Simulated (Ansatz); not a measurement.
Geometry optimisation, RKS PBE-D4/def2-SVP in Ansatz.

The input (input.yaml):

```yaml
crystal:
  periodic: [false, false, false]
  atoms:
    - { symbol: B, position_ang: [0.307722, 0.436151, -0.303406] }
    - { symbol: H, position_ang: [-0.176617, -0.19558, 1.963912] }
    - { symbol: Cl, position_ang: [1.69156, -0.675159, -0.353296] }
    - { symbol: H, position_ang: [-0.76699, 0.075061, -0.720305] }
    - { symbol: "N", position_ang: [0.497517, 1.842491, 0.116508] }
    - { symbol: H, position_ang: [1.440519, 2.079445, 0.443921] }
    - { symbol: Si, position_ang: [-0.62375, 3.203045, -0.031463] }
    - { symbol: H, position_ang: [-1.580854, 2.952437, -1.156257] }
    - { symbol: H, position_ang: [-1.406432, 3.454542, 1.232211] }
    - { symbol: H, position_ang: [0.197288, 4.426635, -0.326339] }
    - { symbol: H, position_ang: [-0.170062, 0.513931, 1.833314] }
basis:
  gaussian: { orbitals: def2-SVP }
hamiltonian:
  xc: pbe
  dispersion: d4
relax:
  f_tol: 0.03
  max_steps: 50
output:
  orbitals: {}
```

Command:

```bash
$ ansatz run input.yaml --threads 2 --pin off --max-ram 3072MiB --backend cpu --events-out ev --progress --plain --runs-dir out
```

Question: Where does it end, and by what steps?

Answer: The forces met the threshold. The force dipped under the threshold on the way, but the program's further checks kept it going. After 32 steps the energy has fallen by 0.376 eV; H11 moved furthest, 1.47 Å.

```csv
step,energy less start (eV),largest force component (eV/Å),accepted
0,0.0000,2.166,yes
2,-0.3014,0.269,yes
4,-0.3428,0.318,yes
6,-0.3532,0.164,yes
8,-0.3556,0.056,yes
10,-0.2612,1.657,no
12,-0.3562,0.410,no
14,-0.3599,0.147,yes
16,-0.3598,0.336,no
18,-0.3637,0.061,yes
20,-0.3665,0.167,yes
22,-0.3636,0.402,no
24,-0.3696,0.043,yes
26,-0.3694,0.342,no
28,-0.3725,0.070,yes
30,-0.3734,0.129,yes
32,-0.3760,0.026,yes
```

```xyz
11
Properties=species:S:1:pos:R:3
B 0.295 0.674 -0.675
H 0.211 -0.513 2.468
Cl 1.374 -0.679 -0.248
H -0.500 0.514 -1.577
N 0.385 1.889 0.027
H 1.091 1.931 0.773
Si -0.611 3.336 -0.235
H -1.605 3.008 -1.306
H -1.313 3.710 1.041
H 0.248 4.497 -0.656
H -0.166 -0.254 3.086
```

Whether the end is a true minimum wasn't checked by a vibrational analysis.

Time of the run: 68 s on 2 threads of Arm Neoverse V1 (shared host), peak memory 0.15 GiB.
